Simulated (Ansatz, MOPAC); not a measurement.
System: CH5S2Si (charge 0, doublet). SMILES: C[Si](S)S

Atoms: C1, Si2, S3, S4, H5, H6, H7, H8, H9. Bonds: C1-Si2, C1-H5, C1-H6, C1-H7, Si2-S3, Si2-S4, S3-H8, S4-H9.

Bond lengths (Å) and angles (degrees) optimised at MNDO with MOPAC; HF/6-31G* with Ansatz (a program for electronic structure); PBE/6-31G* with Ansatz, each started from the B3LYP-D3(BJ)/def2-TZVP structure (Ansatz) of the last column. A row stands for all coordinates that are equal there; 11 of 18 kinds are shown. 6-31G* holds six Cartesian d functions. No wavenumbers were computed at MNDO, PBE/6-31G*, so these may be saddle points.

| coordinate | MNDO | HF/6-31G* | PBE/6-31G* | B3LYP-D3(BJ)/def2-TZVP |
|---|---|---|---|---|
| C1-Si2 | 1.782 | 1.886 | 1.897 | 1.880 |
| C1-H5 | 1.106 | 1.085 | 1.102 | 1.090 |
| C1-H6 | 1.107 | 1.087 | 1.105 | 1.093 |
| C1-H7 | 1.106 | 1.086 | 1.103 | 1.091 |
| Si2-S3 | 2.016 | 2.152 | 2.174 | 2.153 |
| Si2-S4 | 2.019 | 2.158 | 2.179 | 2.163 |
| S3-H8 | 1.297 | 1.328 | 1.360 | 1.344 |
| S4-H9 | 1.296 | 1.331 | 1.366 | 1.348 |
| C1-Si2-S3 | 117.1 | 105.8 | 104.9 | 105.4 |
| C1-Si2-S4 | 120.0 | 112.6 | 112.7 | 113.1 |
| S3-Si2-S4 | 115.0 | 113.2 | 113.7 | 111.4 |

Mean signed difference of all 8 bond lengths from B3LYP-D3(BJ)/def2-TZVP: MNDO -0.054 Å, HF/6-31G* -0.006 Å, PBE/6-31G* 0.016 Å.
